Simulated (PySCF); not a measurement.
F3Ga (SMILES [F][Ga]([F])[F]), singlet, at a GFN2-xTB geometry (such geometries of metal compounds can be far from the true shape); DF-B3LYP/6-311G** run with PySCF.

Here is a job for PySCF.
```python
from pyscf import gto, scf, dft

mol = gto.Mole()
mol.atom = '''
    Ga    0.000000    0.000000    0.000000
    F    -1.469133   -0.916593    0.051507
    F     0.004224    1.591957   -0.683230
    F     1.464908   -0.675364    0.631723
'''
mol.basis = '6-311g**'
mol.charge = 0
mol.spin = 0
mol.verbose = 4
mol.build()

mf = dft.RKS(mol)
mf.xc = 'b3lyp'
mf = mf.density_fit(auxbasis='def2-universal-jkfit')
mf.kernel()
mf.analyze()
```

The log (banner, timings and long lists left out):

```
PySCF version 2.14.0

[INPUT] verbose = 4
[INPUT] num. atoms = 4
[INPUT] num. electrons = 58
[INPUT] charge = 0
[INPUT] spin (= nelec alpha-beta = 2S) = 0
[INPUT] symmetry False subgroup None
[INPUT] Mole.unit = angstrom
[INPUT] Symbol           X                Y                Z      unit          X                Y                Z       unit  Magmom
[INPUT]  1 Ga     0.000000000000   0.000000000000   0.000000000000 AA    0.000000000000   0.000000000000   0.000000000000 Bohr   0.0
[INPUT]  2 F     -1.469133000000  -0.916593000000   0.051507000000 AA   -2.776259010561  -1.732109737693   0.097334123498 Bohr   0.0
[INPUT]  3 F      0.004224000000   1.591957000000  -0.683230000000 AA    0.007982203150   3.008362732084  -1.291117580087 Bohr   0.0
[INPUT]  4 F      1.464908000000  -0.675364000000   0.631723000000 AA    2.768274917684  -1.276252994391   1.193783456589 Bohr   0.0

nuclear repulsion = 298.527028283082
number of shells = 42
number of NR pGTOs = 177
number of NR cGTOs = 98
basis = 6-311g**
ecp = {}

******** <class 'pyscf.df.df_jk.DFRKS'> ********
method = DFRKS
initial guess = minao
damping factor = 0
level_shift factor = 0
DIIS = <class 'pyscf.scf.diis.CDIIS'>
diis_start_cycle = 1
diis_space = 8
diis_damp = 0
SCF conv_tol = 1e-09
SCF conv_tol_grad = None
SCF max_cycles = 50
direct_scf = False
XC library pyscf.dft.libxc version 7.1.2
    S. Lehtola, C. Steigemann, M. J. T. Oliveira, and M. A. L. Marques,  SoftwareX 7, 1–5 (2018)
XC functionals = b3lyp
    P. J. Stephens, F. J. Devlin, C. F. Chabalowski, and M. J. Frisch,  J. Phys. Chem. 98, 11623 (1994)
radial grids:
    Treutler-Ahlrichs [JCP 102, 346 (1995); DOI:10.1063/1.469408] (M4) radial grids

becke partition: Becke, JCP 88, 2547 (1988); DOI:10.1063/1.454033
pruning grids: <function nwchem_prune>
grids dens level: 3
symmetrized grids: False
atomic radii adjust function: <function treutler_atomic_radii_adjust>
small_rho_cutoff = 0
Set gradient conv threshold to 3.16228e-05
Initial guess from minao.
tot grids = 63696
******** <class 'pyscf.df.df.DF'> ********
auxbasis = def2-universal-jkfit
init E= -2223.04725883946
  HOMO = -0.497629561855069  LUMO = -0.129773908481149  gap/eV = 10.00986
cycle= 1 E= -2224.30619463463  delta_E= -1.26  |g|= 1.95  |ddm|= 2.02
  HOMO = -0.263959926699973  LUMO = -0.0897850931978921  gap/eV = 4.73954
cycle= 2 E= -2223.47274541003  delta_E= 0.833  |g|= 2.96  |ddm|= 2.21
  HOMO = -0.453227436422778  LUMO = -0.112632100808431  gap/eV = 9.26807
cycle= 3 E= -2224.56296621911  delta_E= -1.09  |g|= 0.455  |ddm|= 1.72
  HOMO = -0.40605966204111  LUMO = -0.101635517328917  gap/eV = 8.28380
cycle= 4 E= -2224.59133370642  delta_E= -0.0284  |g|= 0.159  |ddm|= 0.258
  HOMO = -0.416384572009654  LUMO = -0.106895611456973  gap/eV = 8.42162
cycle= 5 E= -2224.59347348884  delta_E= -0.00214  |g|= 0.0196  |ddm|= 0.0555
  HOMO = -0.415261021428202  LUMO = -0.106650200440988  gap/eV = 8.39773
cycle= 6 E= -2224.59350752175  delta_E= -3.4e-05  |g|= 0.00304  |ddm|= 0.0102
  HOMO = -0.415322184558369  LUMO = -0.106365880849142  gap/eV = 8.40713
cycle= 7 E= -2224.59350923842  delta_E= -1.72e-06  |g|= 0.000326  |ddm|= 0.00251
  HOMO = -0.415359731283167  LUMO = -0.106379868076182  gap/eV = 8.40777
cycle= 8 E= -2224.59350925121  delta_E= -1.28e-08  |g|= 4.75e-05  |ddm|= 0.000131
  HOMO = -0.415357697084532  LUMO = -0.106381270451103  gap/eV = 8.40768
cycle= 9 E= -2224.59350925154  delta_E= -3.3e-10  |g|= 4.37e-06  |ddm|= 3.26e-05
  HOMO = -0.415357268430832  LUMO = -0.106380812666288  gap/eV = 8.40768
Extra cycle  E= -2224.59350925153  delta_E= 7.28e-12  |g|= 8.01e-06  |ddm|= 5.66e-06
converged SCF energy = -2224.59350925153
**** SCF Summaries ****
Total Energy =                       -2224.593509251528758
Nuclear Repulsion Energy =             298.527028283081847
One-electron Energy =                -3697.156444332109459
Two-electron Energy =                 1174.035906797498683
Two-electron Coulomb Energy =         1280.711389164444654
DFT Exchange-Correlation Energy =     -106.675482366946000
HOMO-LUMO gap [eV] =                     8.407677608900443
**** MO energy ****
MO #1   energy= -372.620099376928  occ= 2
MO #2   energy= -45.9902050519513  occ= 2
MO #3   energy= -40.7469475288301  occ= 2
MO #4   energy= -40.74059790835    occ= 2
MO #5   energy= -40.7405978661722  occ= 2
MO #6   energy= -24.6733838437237  occ= 2
MO #7   energy= -24.6733830587761  occ= 2
MO #8   energy= -24.6733718644412  occ= 2
MO #9   energy= -5.58155754847098  occ= 2
MO #10  energy= -3.87361847464344  occ= 2
MO #11  energy= -3.86208937322441  occ= 2
MO #12  energy= -3.86208926596222  occ= 2
MO #13  energy= -1.18511829922545  occ= 2
MO #14  energy= -1.17734762114823  occ= 2
MO #15  energy= -1.17734696590917  occ= 2
MO #16  energy= -0.918863077032905 occ= 2
MO #17  energy= -0.918862487666994 occ= 2
MO #18  energy= -0.916417087499391 occ= 2
MO #19  energy= -0.905726639638804 occ= 2
MO #20  energy= -0.905725150955524 occ= 2
MO #21  energy= -0.53328447437307  occ= 2
MO #22  energy= -0.469895302524298 occ= 2
MO #23  energy= -0.46989427981266  occ= 2
MO #24  energy= -0.447172505751872 occ= 2
MO #25  energy= -0.422509619832431 occ= 2
MO #26  energy= -0.422507392577606 occ= 2
MO #27  energy= -0.420801732815611 occ= 2
MO #28  energy= -0.420799734194877 occ= 2
MO #29  energy= -0.415357268430832 occ= 2
MO #30  energy= -0.106380812666288 occ= 0
MO #31  energy= -0.0502916719931403 occ= 0
MO #32  energy= 0.0367216547233522 occ= 0
MO #33  energy= 0.0367224994575653 occ= 0
MO #34  energy= 0.0861210623864264 occ= 0
MO #35  energy= 0.161443140162248  occ= 0
MO #36  energy= 0.185025113613946  occ= 0
MO #37  energy= 0.185028094339177  occ= 0
 ** Mulliken pop on meta-lowdin orthogonal AOs  **
 ** Mulliken pop  **
 ** Mulliken atomic charges  **
charge of    0Ga =      1.29731
charge of    1F =     -0.43244
charge of    2F =     -0.43244
charge of    3F =     -0.43244
Dipole moment(X, Y, Z, Debye):  0.00001, -0.00001,  0.00001
```
